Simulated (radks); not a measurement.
Task: Spherical quantum dot in the effective-mass picture: electrons in a hard-walled sphere of radius 1.27, with a point charge +2 (a donor) at the centre, all in effective atomic units (hartree* = m*/eps^2 hartree, bohr* = eps/m* bohr), one dielectric constant everywhere. Calculated with a radial shooting solver with Libxc functionals: non-relativistic Kohn-Sham, exchange-only LDA, spin-polarised, spherical densities. Levels are named by radial order and angular momentum (1s, 1p, 1d, 2s, ...), and open shells are averaged over m. At N = 14 the configuration is 1s2 1p6 1d(up 5, down 1). Does electron 15 go into 1d down or 2s down or 2s up?

Result: Into 1d down. The total energies of the other choices lie higher by 0.517 hartree* (2s up), 0.660 hartree* (2s down).
